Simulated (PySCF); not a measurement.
SiF₂ClBr, SMILES F[Si](F)(Br)Cl. The structure is a stationary point at PBE0-D3(BJ)/def2-SVP. This is a generated structure with no PubChem entry under its InChIKey; it may be hypothetical.

Task: Give the equilibrium geometry at PBE0-D3(BJ)/def2-SVP (PySCF confirms it by a frequency run) as Cartesian coordinates in Å, and its point group. (An estimate is asked for; the answer gives what the named calculation found.)

Result: point group Cs.
```xyz
5

F      1.3011     0.8172    -1.2879
Si     0.3942     0.5431     0.0000
F      1.3011     0.8172     1.2879
Cl    -1.1608     1.8348     0.0000
Br    -0.2630    -1.5287     0.0000
```
Charge 0, spin multiplicity 1.
